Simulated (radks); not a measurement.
The numbers below are computed, except where a source is named.
Task: Level of theory: scalar-relativistic Kohn-Sham, LB94 model potential, spin-unpolarised, spherical densities, finite nucleus; Fermi nuclear charge, rms radius of each element as measured or else 0.836 A^(1/3) + 0.57 fm (a radial shooting solver on a logarithmic mesh with Libxc functionals). Response by self-consistent Sternheimer equations with the Hartree and adiabatic LDA kernel, the relativistic mass of each level held fixed and spin-orbit coupling left out. For heavy and open-shell atoms this level of theory can miss by tens of per cent. Estimate the static dipole polarisabilities of Pr3+ ([Xe] 4f2) and Pr+ ([Xe] 4f3 6s1) and the C6 coefficients of the three pairs.

Result: alpha = 7.185 and 65.88 bohr^3; C6 = 43.88 (Pr3+-Pr3+), 125.6 (Pr3+-Pr+), 575.0 (Pr+-Pr+) hartree bohr^6.
